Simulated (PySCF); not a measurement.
C5H15NSi2.
SMILES with atom numbers: `[CH3:1][CH2:2][CH2:3][C@@H:4]1[CH2:5][SiH2:6][NH:7][SiH2:8]1` (hydrogens: H9, H10, H11 on C1; H12, H13 on C2; H14, H15 on C3; H16 on C4; H17, H18 on C5; H19, H20 on Si6; H21 on N7; H22, H23 on Si8)

Level: PBE0/pcSseg-1 in PySCF, non-relativistic, on one gas-phase PBE0-D3(BJ)/def2-SVP geometry that isn't relaxed in the solvent. The solvent is an IEF-PCM continuum (van der Waals radii × 1.2). Specific hydrogen bonds and non-electrostatic terms are outside this model.

Gas phase at PBE0/pcSseg-1: HOMO -7.19 eV, LUMO 0.52 eV, dipole 0.17 D.

What does the continuum do to the energy, the frontier levels and the dipole at PBE0/pcSseg-1 in chloroform?

| solvent | ε | E(solvent) − E(gas) (kJ/mol) | polarisation term (kJ/mol) | distortion of the solute (kJ/mol) | HOMO (eV) | LUMO (eV) | dipole (D) |
| --- | --- | --- | --- | --- | --- | --- | --- |
| chloroform | 4.711 | -6.65 | -7.02 | 0.37 | -7.13 | 0.62 | 0.21 |

Polarisation term: ½ Σ q·V over the induced surface charges. Distortion: the rise of the solute's own energy as its density leaves the gas-phase optimum.

Which IAO charges (PBE0/pcSseg-1) respond most in chloroform (means over atoms taken as equivalent)?

```
atoms                      environment  gas (e)  solvent (e)  change
  H21                     N–H hydrogen   +0.267       +0.277  +0.010
  H23                    Si–H hydrogen   -0.155       -0.161  -0.006
  H20                    Si–H hydrogen   -0.156       -0.162  -0.006
  H22                    Si–H hydrogen   -0.144       -0.148  -0.004
  H19                    Si–H hydrogen   -0.144       -0.148  -0.004
   N7  nitrogen bridging silicon atoms   -0.926       -0.930  -0.004
```
